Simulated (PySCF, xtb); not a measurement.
C₂H₆F₂OSi, SMILES O[SiH](CF)CF.

GFN2-xTB run with xtb at its own geometry gives an orbital gap of 6.24 eV and a dipole moment of 2.65 D.

The structure is a stationary point at ωB97X-D3(BJ)/def2-SVP. One conformer was computed; it need not be the lowest.

Q: What does ωB97X/def2-TZVP in PySCF give? (The exact figures need the calculation; the answer reports its results.)

A: gap 13.03 eV (levels -10.64 and 2.39 eV), dipole 3.28 D.
